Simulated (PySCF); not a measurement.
Job file and geometry (Å, from GFN2-xTB) of an NMR shielding run on `C=C[N]([AlH2])CC(=C)F`, C$_{5}$H$_{9}$AlFN, GIAO PBE0/pcSseg-1 NMR shielding, non-relativistic, gas phase in PySCF; density fitting, a coarse starting grid and PySCF grid level 2 are the driver's defaults:

```
$ OMP_NUM_THREADS=1 python probes_run.py task.json out

{"job": {"kind": "nmr", "xc": "PBE0", "basis": "pcSseg-1"}, "charge": 0, "multiplicity": 1}
C     -2.306891     0.762718     1.374790
C     -1.974816     0.070228     0.290210
N     -0.712039    -0.187579    -0.212289
Al    -0.424008    -1.173884    -1.741550
C      0.406226     0.362289     0.531548
C      1.676842    -0.018348    -0.156579
C      2.926902     0.246962     0.152084
F      1.424163    -0.774873    -1.298141
H     -1.588038     1.230787     2.023589
H     -3.339138     0.882930     1.647021
H     -2.745034    -0.380894    -0.330062
H     -0.443648    -2.714167    -1.619711
H     -0.579672    -0.455899    -3.100761
H      0.423681    -0.021272     1.563118
H      0.341796     1.459481     0.592010
H      3.744897    -0.102774    -0.451231
H      3.161779     0.826327     1.024968
```

**Question.** Write the output of this run.

**Answer.** 
```
coarse grid: 14784 points
cycle   1  E = -592.2430137860  dE =  1.040e+00  |g| = 5.731e-01  |ddm| = 3.778e+00
cycle   2  E = -592.1926636803  dE =  5.035e-02  |g| = 7.421e-01  |ddm| = 1.030e+00
cycle   3  E = -592.3163958323  dE = -1.237e-01  |g| = 1.154e-01  |ddm| = 6.186e-01
cycle   4  E = -592.3193985712  dE = -3.003e-03  |g| = 4.904e-02  |ddm| = 1.399e-01
cycle   5  E = -592.3199265660  dE = -5.280e-04  |g| = 1.277e-02  |ddm| = 4.505e-02
cycle   6  E = -592.3199553832  dE = -2.882e-05  |g| = 4.736e-03  |ddm| = 1.221e-02
cycle   7  E = -592.3199602166  dE = -4.833e-06  |g| = 1.271e-03  |ddm| = 4.548e-03
final grid: 138880 points
cycle   8  E = -592.3731919980  dE = -5.023e-05  |g| = 8.258e-03  |ddm| = 3.707e-02
cycle   9  E = -592.3731854546  dE =  6.543e-06  |g| = 1.040e-02  |ddm| = 1.521e-02
cycle  10  E = -592.3732079201  dE = -2.247e-05  |g| = 1.271e-03  |ddm| = 7.849e-03
cycle  11  E = -592.3732082125  dE = -2.924e-07  |g| = 2.299e-04  |ddm| = 9.978e-04
cycle  12  E = -592.3732082209  dE = -8.397e-09  |g| = 1.192e-04  |ddm| = 2.821e-04
cycle  13  E = -592.3732082241  dE = -3.205e-09  |g| = 3.740e-05  |ddm| = 1.294e-04
cycle  14  E = -592.3732082244  dE = -2.999e-10  |g| = 9.582e-06  |ddm| = 3.594e-05
converged SCF energy = -592.3732082244

GIAO shielding tensors (ppm)
atom      isotropic    diamagn.    paramagn.     s11        s22        s33       span
  0 C      104.728     255.627    -150.899     22.576    118.567    173.040    150.463
  1 C       41.668     248.464    -206.796    -73.917     57.091    141.830    215.748
  2 N      176.905     329.803    -152.898    106.834    193.543    230.337    123.503
  3 Al     404.966     796.379    -391.413    334.314    391.421    489.162    154.848
  4 C      139.663     248.053    -108.390    125.525    132.947    160.517     34.993
  5 C        5.073     254.828    -249.755    -95.938     37.354     73.802    169.740
  6 C       88.730     255.330    -166.600    -13.875    113.951    166.114    179.990
  7 F      299.875     477.743    -177.868    235.051    328.528    336.044    100.993
  8 H       28.193      32.977      -4.783     25.636     25.640     33.304      7.668
  9 H       27.774      28.269      -0.495     25.636     26.013     31.672      6.036
 10 H       25.074      29.487      -4.413     21.174     25.092     28.957      7.784
 11 H       27.337      30.230      -2.893     24.416     24.707     32.888      8.472
 12 H       27.335      30.236      -2.901     24.420     24.696     32.890      8.470
 13 H       27.562      31.668      -4.106     23.684     26.457     32.545      8.862
 14 H       27.558      31.676      -4.118     23.674     26.449     32.551      8.877
 15 H       26.227      28.336      -2.109     23.172     24.359     31.149      7.978
 16 H       26.549      30.318      -3.768     24.677     24.749     30.222      5.545
```

Size and cost of the density-fitted run: 188 basis functions, 33 s wall time on 1 thread of an Arm Neoverse V1, shared host; peak memory 0.84 GiB.
